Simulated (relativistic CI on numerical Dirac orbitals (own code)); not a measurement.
d4 in a ligand field

Computed with a parametric ligand-field model of a d^n configuration (Racah B and C, spin-orbit zeta, crystal field), exact diagonalisation.

Field parameters in Wybourne normalisation: Oh B⁴₀ = 21Dq, B⁴₄ = √(5/14) B⁴₀; Td as Oh with Dq negative (B⁴₀ = 21Dq, B⁴₄ = √(5/14) B⁴₀). The field is a parameter set, without covalency.

**Question.** Lowest levels for B = 820, C = 3890, ζ = 500 cm⁻¹, Oh, 10Dq = 10850 cm⁻¹?

**Answer.** A1 0 (S 2.00), T1 24 (S 2.00), E 47 (S 2.00), T2 65 (S 2.00), A2 84 (S 2.00), T2 10669 (S 2.00), T1 10672 (S 2.00), A1 10673 (S 1.99), A1 11015 (S 1.01) cm⁻¹, with S from ⟨S²⟩ = S(S + 1). The ground level has 1.00 electrons in the cubic e pair.

**Question.** Lowest levels for B = 650, C = 2690, ζ = 710 cm⁻¹, Oh, 10Dq = 7150 cm⁻¹?

**Answer.** A1 0 (S 1.98), T1 81 (S 1.99), E 156 (S 1.99), T2 207 (S 2.00), A2 258 (S 2.00), T2 7020 (S 1.99), T1 7030 (S 1.99), A1 7038 (S 1.99), T1 7531 (S 1.99) cm⁻¹, with S from ⟨S²⟩ = S(S + 1). The ground level has 1.00 electrons in the cubic e pair.

**Question.** Lowest levels for B = 450, C = 2180, ζ = 650 cm⁻¹, Td, 10Dq = -3200 cm⁻¹?

**Answer.** A1 0 (S 1.98), T1 140 (S 1.99), T2 275 (S 1.99), E 666 (S 1.99), T1 749 (S 1.99), T2 1063 (S 1.99), A2 3820 (S 1.99), T2 3851 (S 1.99), E 3880 (S 1.99) cm⁻¹, with S from ⟨S²⟩ = S(S + 1). The ground level has 1.96 electrons in the cubic e pair.

**Question.** Lowest levels for B = 630, C = 2800, ζ = 390 cm⁻¹, Oh, 10Dq = 5200 cm⁻¹?

**Answer.** A1 0 (S 2.00), T1 22 (S 2.00), E 44 (S 2.00), T2 61 (S 2.00), A2 79 (S 2.00), T2 5078 (S 2.00), T1 5087 (S 2.00), A1 5099 (S 2.00), T1 5371 (S 2.00) cm⁻¹, with S from ⟨S²⟩ = S(S + 1). The ground level has 1.01 electrons in the cubic e pair.

**Question.** Lowest levels for B = 900, C = 4380, ζ = 310 cm⁻¹, Oh, 10Dq = 22550 cm⁻¹?

**Answer.** A1 0 (S 1.98), T1 21 (S 1.99), E 42 (S 1.99), T2 57 (S 2.00), A2 73 (S 2.00), A1 2890 (S 1.03), T1 3022 (S 1.02), T2 3260 (S 1.01), E 3277 (S 1.01) cm⁻¹, with S from ⟨S²⟩ = S(S + 1). The ground level has 0.98 electrons in the cubic e pair.
